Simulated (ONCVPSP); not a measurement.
Varying the ONCV potential for titanium

Base potential:

* Element: titanium (Ti)
* Generator: ONCVPSP 4.0.1
* Type: optimised norm-conserving Vanderbilt (ONCV)
* Functional: PBEsol
* Relativity: scalar-relativistic
* Frozen core: [Ne]
* Valence charge: 12
* Reference configuration: 3s2 3p6 3d2 4s1.75 (charge +0.25)
* Partial waves: 3s+4s: rc 2.00 bohr, ncon 4, nbas 7, qcut 5.4 1/bohr, 3 projectors, debl 3.8 Ha; 3p: rc 1.40 bohr, ncon 4, nbas 7, qcut 11.8 1/bohr, 1 projector; 3d: rc 1.30 bohr, ncon 4, nbas 7, qcut 6.8 1/bohr, 3 projectors, debl 0.6 Ha; f scattering state at 0.07 Ha: rc 1.70 bohr, ncon 4, nbas 8, qcut 6.7 1/bohr, 1 projector
* Local potential: polynomial inside 0.95 bohr (lpopt 5, dvloc0 4 Ha)
* Core correction: none

Cutoffs, loose and tight: the cutoffs (Ha) at which the residual kinetic energy of the hardest occupied pseudo-wave falls to 1 and 0.1 mHa per electron. They do not see the model core or the augmentation charge, which bear on the density cutoff. Test errors are all-electron minus pseudo excitation energies from the reference, over the configurations 3s2 3p6 3d2 4s2; 3s2 3p6 3d2 4s1; 3s2 3p6 3d2 4s0; 3s2 3p5 3d2 4s2. A dash means not determined; rows that change the core or the reference have their own tests.

A true bound ghost makes a file unfit for plane-wave use even where its test errors are small: the radial tests pick states by their node count and pass the ghost by.

```csv
change,outcome,"cutoff, loose","cutoff, tight",bound ghosts,GHOST(+) flags above zero,largest test error (meV)
base,generated,97 Ha,112 Ha,d,none,-3.6
"core correction Teter function, fcfact 6, rcfact 1.2",generated,97 Ha,112 Ha,d,none,-4.0
d: rc 1.16,generated,124 Ha,150 Ha,d,d,+6.4
f: qcut 10.2,generated,97 Ha,112 Ha,d,none,-3.6
p: qcut 11.7,generated,97 Ha,112 Ha,d,none,-3.8
reference 3s2 3p6 3d2 4s1.5,generated,97 Ha,112 Ha,d,none,+242
```

What comes out with this change to the base: p: nproj 3?

outcome: generated; cutoff, loose: 97 Ha; cutoff, tight: 112 Ha; bound ghosts: d; GHOST(+) flags above zero: none; largest test error (meV): -6.6.

What comes out with this change to the base: local potential polynomial inside 0.95 bohr (lpopt 5, dvloc0 -2.5 Ha)?

outcome: generated; cutoff, loose: 97 Ha; cutoff, tight: 112 Ha; bound ghosts: d, f; GHOST(+) flags above zero: s, d; largest test error (meV): -2.2.

What comes out with this change to the base: local potential polynomial inside 1.10 bohr (lpopt 5, dvloc0 6 Ha)?

outcome: generated; cutoff, loose: 97 Ha; cutoff, tight: 112 Ha; bound ghosts: s, d; GHOST(+) flags above zero: d; largest test error (meV): -5.6.
